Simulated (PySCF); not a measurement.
B(Me)(OMe)(SH) (C2H7BOS), SMILES COB(C)S. Coordinates come from a B3LYP-D3(BJ)/def2-SVP optimisation. The structure was generated by enumeration, and PubChem lists no compound with its InChIKey, so it may never have been made. The values are those of a single conformer.

Computed equilibrium geometry at B3LYP-D3(BJ)/def2-SVP (PySCF confirms it by a frequency run) as Cartesian coordinates in Å, and its point group (one conformer of several):
point group Cs.
```xyz
12

B      0.4482     0.3068     0.0000
C      1.5079     1.4713     0.0000
H      2.5357     1.0774     0.0000
H      1.3845     2.1200    -0.8841
H      1.3845     2.1200     0.8841
O      0.8785    -0.9773     0.0000
C      0.0205    -2.1013     0.0000
H     -0.6253    -2.1108     0.8948
H      0.6417    -3.0082     0.0000
H     -0.6253    -2.1108    -0.8948
S     -1.3662     0.6252     0.0000
H     -1.2762     1.9729     0.0000
```
